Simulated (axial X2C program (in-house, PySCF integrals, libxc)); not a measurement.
## Outer orbitals of RuS⁻ at 2.110 Å, PBE0

All values were computed with an in-house relativistic program for diatomic molecules. Spin-free means the one-electron spin-free X2C Hamiltonian; two-component (2c) means X2C with spin–orbit coupling and atomic mean-field two-electron Coulomb and Gaunt terms, so the difference of the two also holds small scalar two-electron terms. Basis: Ru dyall-acv3z [13s13p9d5f3g], S dyall-av3z [9s8p3d2f] (cores contracted in-house); Gaussian nuclei, density fitting, unrestricted open shells. Masses: Ru 101.904 u, S 31.972 u.

The distance is close to the 2c PBE0 minimum; the highest filled and lowest empty levels are listed.

Spin-free orbitals, state M_S = 3/2, Λ = 2 (beyond evenly filled blocks: π+α, π-α, δ+α, δ+β, δ-α) (Löwdin shares):

| symmetry | occupied | ε (eV) | atomic character |
| --- | --- | --- | --- |
| σα | yes | -12.99 | 69% S s, 12% Ru d, 9% Ru p |
| σβ | yes | -12.57 | 68% S s, 12% Ru d, 10% Ru p |
| σα | yes | -4.01 | 46% S p, 46% Ru d, 4% S s |
| π+α | yes | -3.79 | 71% Ru d, 26% S p |
| π-α | yes | -3.79 | 71% Ru d, 26% S p |
| σβ | yes | -3.44 | 58% S p, 32% Ru d, 5% S s |
| δ-α | yes | -2.15 | 99% Ru d |
| δ+α | yes | -2.15 | 99% Ru d |
| π+β | yes | -2.01 | 60% S p, 32% Ru d, 4% Ru p |
| π-β | yes | -1.97 | 61% S p, 30% Ru d, 4% Ru p |
| π-α | yes | -0.81 | 55% S p, 27% Ru d, 11% Ru p |
| π+α | yes | -0.81 | 55% S p, 27% Ru d, 11% Ru p |
| σα | yes | -0.78 | 41% Ru s, 27% Ru d, 26% S p |
| δ+β | yes | -0.50 | 98% Ru d |
| σβ | yes | 0.02 | 43% Ru s, 32% Ru d, 18% S p |
| σβ | no | 1.81 | 78% Ru p, 18% Ru s, 2% Ru d |
| σα | no | 1.84 | 65% Ru p, 26% Ru s, 5% Ru d |
| π+β | no | 1.94 | 99% Ru p |
| π-β | no | 1.94 | 99% Ru p |

The highest filled level is positive, so this functional does not bind it, and the empty levels of an anion are set by the basis.

Spinors with spin–orbit coupling (state Ω = 7/2):

| ω | occupied | ε (eV) | atomic character | λ mixture |
| --- | --- | --- | --- | --- |
| 1/2 | yes | -12.99 | 69% S s, 12% Ru d, 9% Ru p | 100% σ |
| -1/2 | yes | -12.58 | 68% S s, 12% Ru d, 10% Ru p | 100% σ |
| 1/2 | yes | -4.01 | 46% Ru d, 46% S p, 4% S s | 100% σ |
| -1/2 | yes | -3.85 | 71% Ru d, 26% S p | 96% π, 4% σ |
| 3/2 | yes | -3.74 | 71% Ru d, 26% S p | 100% π |
| -1/2 | yes | -3.43 | 58% S p, 32% Ru d, 5% S s | 96% σ, 4% π |
| -3/2 | yes | -2.31 | 95% Ru d, 3% S p | 93% δ, 7% π |
| 1/2 | yes | -2.05 | 59% S p, 32% Ru d, 4% Ru p | 100% π, 0% σ |
| 5/2 | yes | -2.02 | 99% Ru d | 100% δ |
| -3/2 | yes | -1.92 | 58% S p, 34% Ru d, 4% Ru p | 94% π, 6% δ |
| -1/2 | yes | -0.85 | 56% S p, 27% Ru d, 11% Ru p | 99% π, 1% σ |
| 3/2 | yes | -0.79 | 46% S p, 39% Ru d, 9% Ru p | 83% π, 17% δ |
| 1/2 | yes | -0.78 | 41% Ru s, 27% Ru d, 26% S p | 99% σ, 1% π |
| 3/2 | yes | -0.59 | 88% Ru d, 8% S p | 83% δ, 17% π |
| -1/2 | yes | 0.03 | 43% Ru s, 32% Ru d, 18% S p | 100% σ |
| -1/2 | no | 1.82 | 78% Ru p, 19% Ru s, 2% Ru d | 100% σ |
| 1/2 | no | 1.85 | 64% Ru p, 27% Ru s, 5% Ru d | 100% σ |
| 1/2 | no | 1.94 | 99% Ru p | 100% π |
| -3/2 | no | 1.94 | 99% Ru p | 100% π |

The highest filled level is positive, so this functional does not bind it, and the empty levels of an anion are set by the basis.

Mulliken charges and populations of the two-component result (they depend on the basis, above all on diffuse functions):

Ru -0.41 e (s 9.17 p 18.26 d 16.94 f 0.04 g 0.01), S -0.59 e (s 5.90 p 10.63 d 0.06 f 0.01). ⟨Lz⟩ = 2.01 ħ and ⟨Sz⟩ = 1.49 ħ (1.28 and 0.22 on the two atoms), which add up to Ω.

One determinant describes the state; a PBE0 search over occupations chose it and may have missed a lower one. Density functionals use the spin component along the axis (collinear). Other states lie close and PBE0, whose exact exchange favours high spin, may order them wrongly; the determinant shown need not be the ground state. The nearest other spin-free determinant of the search, M_S = 5/2, Λ = 2, lies 0.37 eV up at the distance of the search. Without a current term, density functionals place determinants with orbital angular momentum somewhat too high. With several unpaired electrons one determinant need not be a pure state. The highest occupied level of some functionals is positive through self-interaction error; at Hartree–Fock it is bound.
